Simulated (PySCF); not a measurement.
N⁺ (nitrogen, charge +1) across methods

[He] 2s2 2p1 3d1, one real determinant (an excited configuration). Calculation: PySCF 2.14, in x2c-QZVPPall with one added diffuse shell each of s, p, d, f type (8s5p4d3f1g, 73 functions); the spin-free X2C one-electron Hamiltonian (Gaussian nucleus).

| method | E (hartree) | mean ε 2s β (eV) | mean ε 2p α (eV) | mean ε 3d α (eV) | Σ⟨r²⟩ (bohr²) | ⟨S²⟩ |
| --- | --- | --- | --- | --- | --- | --- |
| B3LYP | -53.2325 | -41.089 | -32.809 | -4.344 | 18.75 | 2.001 |
| M06-2X | -53.2165 | -43.471 | -34.971 | -4.656 | 18.78 | 2.001 |
| UHF | -53.04432 | -45.877 | -39.896 | -5.291 | 19.05 | 2.004 |
| TPSSh | -53.2382 | -40.467 | -32.241 | -4.130 | 18.82 | 2.002 |
| wB97X-V | -53.2108 | -44.147 | -35.523 | -5.787 | 18.70 | 2.001 |
| LDA | -52.7426 | -39.241 | -30.439 | -3.750 | 18.61 | 2.001 |
| PBE0 | -53.1682 | -41.394 | -33.110 | -4.424 | 18.79 | 2.002 |
| r2SCAN | -53.1885 | -39.815 | -31.675 | -3.889 | 18.82 | 2.003 |

(1) Estimate the same row for PBE.

⟨L²⟩ = 8.00 against 12 for a pure F term, so this real determinant mixes terms. The outer electron is Rydberg-like, and this basis confines it to a smaller radius and binds it less than a complete one would.

Answers

(1) E (hartree) = -53.1661; mean ε 2s β (eV) = -39.454; mean ε 2p α (eV) = -30.687; mean ε 3d α (eV) = -4.018; Σ⟨r²⟩ (bohr²) = 18.75; ⟨S²⟩ = 2.001.
